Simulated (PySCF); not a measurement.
Vibration and rotation of KH⁺

UHF-CCSD(T) constants of KH⁺, ²Σ⁺ (doublet), unpaired electrons σ ↑ (basis K aug-pcseg-1, H aug-pcseg-1; no relativity; PySCF 2.14; masses 38.9637 and 1.0078 u):

* ωe: 183.5 cm⁻¹
* ωexe: 24.6 cm⁻¹
* Be: 1.5975 cm⁻¹
* αe: 0.241 cm⁻¹
* De to K⁺ + H: 0.044 eV

**Question.** What force constant and bond length do these constants imply?

**Answer.** Reduced mass μred = 0.98241 u; k = 5.8918×10⁻⁷·μred·ωe² (u, cm⁻¹, mdyn/Å) = 0.0195 mdyn/Å; Re = √(16.8576/(μred·Be)) (u, cm⁻¹, Å) = 3.277 Å.

**Question.** Estimate the centrifugal constant D from the Kratzer relation and find the Dunham coefficient a1.

**Answer.** D = 4Be³/ωe² = 0.000484 cm⁻¹; a1 = −1 − αeωe/(6Be²) = -3.89.

Correlated steps freeze 5 core orbitals. The bond is weak. Basis-set superposition, not corrected here, can be much of De in a small basis, most of all at correlated wavefunction levels. For an ion De counts to the pair picked by the measured ionisation energies or electron affinities, which need not be the lowest pair at this level. The state is the lowest determinant that a PBE0 search found; another state may lie lower at other levels.
